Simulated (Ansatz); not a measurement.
A run for Ansatz (a program for electronic structure): R-r2SCAN/def2-TZVPP on CdH2 (SMILES [CdH2]), a point of a bond scan (R = 1.681 Å). Elements past Kr take the def2 small-core potentials; no spin–orbit coupling.

Ansatz 0.2 input:
```yaml
crystal:
  periodic: [false, false, false]
  atoms:
    - {symbol: Cd, position_ang: [0.00000000, 0.00000000, 0.00000000]}
    - {symbol: H, position_ang: [0.00000000, 0.00000000, 1.68116812]}
    - {symbol: H, position_ang: [-0.00000000, -0.00000000, -1.68116812]}
basis:
  gaussian:
    orbitals: def2-TZVPP
    pivot_positions_ang: [[0.00000000, 0.00000000, 0.00000000], [0.00000000, 0.00000000, 1.68116812], [-0.00000000, -0.00000000, -1.68116812]]
hamiltonian:
  xc: {name: r2SCAN}
scf: {lower_state_search: off}
output: {orbitals: {seedname: ./end}}
```

Program output:

```
WARN ansatz: RAYON_NUM_THREADS=1 ignored (pool sized by the plan → 1); use --threads N
Functional definition: r2SCAN
these checks for a lower state are left out or cut short: stability, starts, cluster_reference, orbital_swaps, neighbouring_geometries, increment
integrals: 0.02 GiB planned
500 factors; their error is unknown
mean field: 0.18 GiB planned
mean field evaluation 1: about -4597.2972 eV, gradient 2.1e1 eV
mean field evaluation 2: about -4597.2528 eV, gradient 2.7e1 eV
mean field evaluation 4: about -4598.3818 eV, gradient 2.5e-1 eV
mean field evaluation 8: about -4598.3778 eV, gradient 5.0e-4 eV
mean field -4598.37778175 eV, -168.9872665868 hartree, gradient 1.2e-6 eV, S^2 0.000000; 0 other end points of the search recorded, 0 dependent functions left out
reference -4598.37779390 eV, -168.9872670335 hartree; 11, 11 occupied and 73, 73 virtual orbitals, 500 factors
Total energy: -4598.37779390 eV, -168.9872670335 hartree
Checks for a lower state left out: stability, starts, cluster_reference, orbital_swaps, neighbouring_geometries, increment
```

Self-consistency was reached.

Cost: about 0.8 core-seconds (a rough figure).
